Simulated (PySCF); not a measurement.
# Identify the compound

The spectra below were simulated for a compound C₇H₆F₃N.

$^{1}$H NMR (400 MHz, computed): δ 8.86 (dd, J = 5.4, 1.5 Hz, 1H), 8.80 (d, J = 2.3 Hz, 1H), 7.88 (m, 1H), 7.41 (dd, J = 8.7, 5.4 Hz, 1H), 3.19 (q, J = 10.1 Hz, 2H).

$^{13}$C{$^{1}$H} NMR (computed): δ 166.4 (CH), 164.1 (CH), 151.6 (CH), 139.4 (C, q, J = 2.1 Hz), 137.1 (C, q, J = 342.1 Hz), 134.7 (CH), 42.4 (CH2, q, J = 32.4 Hz).

PySCF 2.14 calculation with J: B3LYP/pcJ-1 (spin–dipole term only in couplings to heteroatoms), PBE0-D3(BJ)/def2-SVP geometry and NMR shieldings at CAM-B3LYP/pcSseg-2/GIAO; non-relativistic Hamiltonian, no solvent, one averaged value for each set of equivalent atoms, one computed conformer.

δ = σ(ref) − σ, references computed at the same level: TMS for $^{1}$H (31.34 ppm), $^{13}$C (182.55 ppm).

Q: What is the structure?

A: 
- Rings plus π bonds: 4 (1 ring in the answer).
- 7 carbon signals for 7 carbons: no two carbons are equivalent.
- Carbon types of the structure: 2 × C, 4 × CH, 1 × CH2, which accounts for all hydrogens.
- δC 166.4, 164.1: aromatic CH next to a ring nitrogen; the adjacent pyridine-type nitrogen withdraws density from it.
- δC 151.6, 134.7: aromatic CH.
- δC 139.4: substituted aromatic carbon.
- δC 137.1: CF3 carbon; 3 electronegative neighbours deshield it.
- δH 8.86, 8.80: hydrogen on an aromatic CH next to a ring nitrogen; ring current plus the neighbouring ring nitrogen.
- δH 7.88, 7.41: hydrogen on an aromatic CH; it sits in the deshielding region of the aromatic ring current.
- δH 3.19: hydrogen on an sp3 CH2 on an aromatic ring; benzylic-type position, deshielded by the ring.
- The protons at 7.41 and 8.86 share a coupling of 5.4 Hz (vicinal, an ortho-type coupling).

The compound is `c1cc(CC(F)(F)F)cnc1`.

The data come from this structure; uniqueness wasn't tested.

C–F couplings over four or more bonds (about 3 Hz to the para carbon of a fluoroarene) are left out. Common functionals overestimate the size of one-bond C–F couplings by tens of Hz; these are unscaled. Multiplet labels drop couplings under 1 Hz and merge nearly equal ones. Unscaled 3J(H,H) at this level run about 10 % above measured values. Shifts are as computed, not scaled to solution data. Of 1328 compounds with measured shifts, 309 miss one by over three times the rms of a fit or turn the order of signals round; such compounds aren't used in these exercises. Signals without a measured value on file couldn't be tested in this way.
